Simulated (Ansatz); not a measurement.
Program: Ansatz. Geometries: PBE0-D4/def2-TZVP. ΔE: electronic, gas phase. CBS: MP2 limit from def2 TZ/QZ plus the TZ coupled-cluster correction, frozen cores. This one scheme is used for every species. Functionals use def2-TZVPP. B3LYP here is the variant with VWN-RPA as its local correlation; programs differ in this. One conformer a species, not always the lowest.

Consider the cleavage of the B–Si bond: `C[SiH2]B(C)C` + silanol → `CB(C)O[SiH3]` + `C[SiH3]`.

`C[SiH2]B(C)C`:

```xyz
16

C     1.766    1.373   -1.090
Si    1.360   -0.166   -0.090
B    -0.609   -0.423    0.332
C    -1.089   -1.801    0.889
C    -1.633    0.740    0.130
H     2.841    1.468   -1.259
H     1.274    1.343   -2.066
H     1.425    2.273   -0.572
H     2.097   -0.109    1.213
H     1.890   -1.371   -0.800
H    -1.363   -2.380   -0.009
H    -1.996   -1.745    1.499
H    -0.332   -2.395    1.406
H    -2.679    0.422    0.084
H    -1.538    1.361    1.036
H    -1.414    1.411   -0.704
```

`O[SiH3]`:

```xyz
6

O     0.801    0.929    0.372
Si   -0.253   -0.176   -0.248
H     1.179    0.752    1.234
H     0.387   -1.510   -0.418
H    -0.668    0.354   -1.567
H    -1.446   -0.349    0.626
```

`CB(C)O[SiH3]`:

```xyz
14

C    -1.009    0.973   -0.504
B     0.387    0.278   -0.278
C     1.706    0.828   -0.924
O     0.480   -0.833    0.514
Si   -0.642   -1.712    1.344
H    -1.034    1.602   -1.396
H    -1.210    1.633    0.351
H    -1.845    0.269   -0.551
H     1.772    1.918   -0.843
H     2.611    0.381   -0.510
H     1.688    0.615   -2.000
H     0.087   -2.777    2.071
H    -1.369   -0.851    2.314
H    -1.622   -2.325    0.410
```

`C[SiH3]`:

Z-matrix (Å, degrees):
```
C
Si 1 1.871
H 1 1.092 2 110.8
H 1 1.092 2 110.8 3 -120.0
H 1 1.092 2 110.8 3 120.0
H 2 1.488 1 110.7 3 -179.9
H 2 1.488 1 110.7 3 -59.9
H 2 1.488 1 110.7 3 60.1
```

```csv
level,ΔE (kJ/mol),difference from CCSD(T)/CBS
PBE-D4,-150.3,13.1
r2SCAN-D4,-162.8,0.6
PBE0-D4,-155.4,8.0
B3LYP-D4,-167.2,-3.8
ωB97X-V,-164.0,-0.6
ωB97M-V,-168.0,-4.6
B2PLYP,-169.9,-6.5
PBE,-150.9,12.5
r2SCAN,-163.1,0.3
PBE0,-156.1,7.3
B3LYP,-168.0,-4.6
HF/def2-TZVPP,-183.8,-20.4
MP2/def2-TZVPP,-169.1,-5.7
SCS-MP2/def2-TZVPP,-171.5,-8.1
CCSD/def2-TZVPP,-168.0,-4.6
CCSD(T)/def2-TZVPP,-166.4,-3.0
HF/def2-QZVPP,-184.6,-21.2
MP2/def2-QZVPP,-167.6,-4.2
SCS-MP2/def2-QZVPP,-170.1,-6.7
HF/CBS(def2),-184.7,-21.3
MP2/CBS(def2),-166.0,-2.6
CCSD/CBS(def2),-165.0,-1.6
CCSD(T)/CBS,-163.4,0
```

Largest T1 diagnostic among the species: 0.011.

From PBE to PBE0 (25 % exact exchange), in def2-TZVPP and without D4, ΔE moves by −5.2 kJ/mol. In def2-TZVPP, CCSD(T) changes the Hartree–Fock value by +17.4 kJ/mol (the triples alone add +1.6 kJ/mol) and MP2 by +14.7 kJ/mol.
